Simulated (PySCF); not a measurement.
How the method changes the constants of HgF⁺

State: ¹Σ⁺ (singlet), closed shell. Set-up: PySCF, scalar-relativistic core potentials, basis sets Hg cc-pVDZ-PP with ECP60, F cc-pVDZ. De refers to Hg⁺ + F in their high-spin ground configurations, without counterpoise correction. A positive dipole points towards F; it is taken about the centre of mass and depends on that origin.

| Level | Re (Å) | ωe (cm⁻¹) | De (eV) | μ (D) |
| --- | --- | --- | --- | --- |
| RHF | 1.923 | 646 | -0.490 | -5.56 |
| RHF-MP2 | 1.921 | 598 | 1.31 | n/a |
| RHF-SCS-MP2 | 1.930 | 587 | 1.22 | n/a |
| RHF-CCSD | 1.937 | 574 | 1.13 | n/a |
| RHF-CCSD(T) | 1.954 | 529 | 1.33 | n/a |
| PBE | 1.946 | 555 | 2.22 | -3.18 |
| r²SCAN | 1.929 | 584 | 1.88 | -3.56 |
| TPSSh | 1.936 | 578 | 1.82 | -3.60 |
| PBE0 | 1.926 | 594 | 1.59 | -3.84 |
| M06 | 1.939 | 579 | 1.76 | -4.05 |
| BHandHLYP | 1.921 | 617 | 1.01 | -4.37 |

The bond length runs from 1.921 Å (BHandHLYP) to 1.954 Å (RHF-CCSD(T)). De spans -0.49 eV (RHF, mean field) to 2.22 eV (PBE, GGA). Correlation at CCSD(T) changes the Hartree–Fock bond energy by +1.82 eV; the triples alone change it by +0.20 eV.

Correlated steps freeze 1 core orbital. Correlated levels converge slowly with the basis: in double zeta they bind strong bonds too weakly, by up to about 1 eV, and carry superposition errors of some tenths. Spin–orbit coupling is left out, which matters for elements this heavy, above all for dissociation energies. For an ion De counts to the pair picked by the measured ionisation energies or electron affinities, which need not be the lowest pair at this level. Where the molecule has an RHF reference, its open-shell atoms are computed with UHF. The CCSD T1 diagnostic is raised, a sign that a single reference may not be enough here. A negative De means that the minimum lies above the separated atoms at that level.

The whole job (state search and all levels along the bond) took about 2.7 min on 1 thread of Arm Neoverse V1 (shared host), peak memory 0.64 GiB.
